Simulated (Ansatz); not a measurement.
Cost and result for the atomization energy of C₂H₈S₂Si (`[SiH3]CCSS`) (13 atoms, 12 bonds).

```xyz
13

Si   -1.0797   -1.1659   -0.9060
C    -0.7378   -0.0338    0.5630
C     0.7100   -0.0069    1.0175
S     1.9121    0.3039   -0.3046
S     1.3126    2.0825   -1.0996
H    -2.5353   -1.4788   -0.9345
H    -0.7185   -0.5362   -2.2010
H    -0.3245   -2.4396   -0.7541
H    -1.3707   -0.3467    1.4007
H    -1.0599    0.9777    0.2962
H     0.8743    0.7166    1.8199
H     1.0223   -0.9886    1.3909
H     1.9951    2.9157   -0.2883
```

Total charge 0; spin multiplicity 1. The geometry is a stationary point of PBE0-D4/def2-TZVP. It is one conformer, not always the lowest. Program: Ansatz. All runs use 4 threads of an Arm Neoverse V1 on a shared host. Times are those of one run each, without the atoms' runs, and a repeat can differ threefold. Electronic energies, without spin–orbit coupling; frozen cores. CCSD(T)/CBS adds CCSD(T) − MP2 in def2-TZVPP to the MP2 limit, and its time is that of the two runs behind it. T1 = 0.011. B3LYP takes the VWN-RPA correlation (the form of Gaussian; ORCA's B3LYP/G).

CCSD(T)/CBS is a level of theory with its own doubt, some kJ/mol a heavy atom from the limit and from the frozen cores, so smaller differences don't rank the functionals.

| level | functions | wall time |
| --- | --- | --- |
| PBE-D4/def2-TZVPP (with forces) | 300 | 4.1 s |
| PBE0-D4/def2-TZVPP | 300 | 6 s |
| r2SCAN-D4/def2-TZVPP (with forces) | 300 | 8 s |
| B3LYP-D4/def2-TZVPP (with forces) | 300 | 9.5 s |
| B2PLYP/def2-TZVPP | 300 | 10 s |
| ωB97X-V/def2-TZVPP | 300 | 13 s |
| ωB97M-V/def2-TZVPP (with forces) | 300 | 20 s |
| MP2/def2-QZVPP | 564 | 49 s |
| CCSD(T)/def2-TZVPP | 300 | 6 min |
| CCSD(T)/CBS(def2) | – | 6.8 min |

What atomization energy does each give, and how far from CCSD(T)/CBS? (Estimate.)

Ansatz gave: 
```csv
level,atomization (kJ/mol),difference from CCSD(T)/CBS,per bond
PBE-D4/def2-TZVPP (with forces),4416.5,56.4,4.7
PBE0-D4/def2-TZVPP,4367.3,7.2,0.6
r2SCAN-D4/def2-TZVPP (with forces),4371.1,11.0,0.9
B3LYP-D4/def2-TZVPP (with forces),4353.0,-7.1,-0.6
B2PLYP/def2-TZVPP,4288.1,-72.0,-6.0
ωB97X-V/def2-TZVPP,4385.5,25.4,2.1
ωB97M-V/def2-TZVPP (with forces),4383.5,23.4,2.0
MP2/def2-QZVPP,4338.1,-22.0,-1.8
CCSD(T)/def2-TZVPP,4239.2,-120.9,-10.1
CCSD(T)/CBS(def2),4360.1,0.0,0.0
```

The D4 term adds +58.5 kJ/mol with B3LYP and +30.9 kJ/mol with PBE0; it sums over pairs of atoms, weighted by their polarisabilities, and B3LYP, whose exchange is more repulsive, gets the larger term. From PBE to PBE0 (25 % exact exchange), in def2-TZVPP and without D4, the atomization energy moves by −44.0 kJ/mol: exact exchange takes away binding that semilocal exchange gives to molecules. In def2-TZVPP, CCSD(T) changes the Hartree–Fock value by +1059.2 kJ/mol (the triples alone add +63.0 kJ/mol) and MP2 by +1087.0 kJ/mol; breaking electron pairs costs correlation energy, which Hartree–Fock lacks.
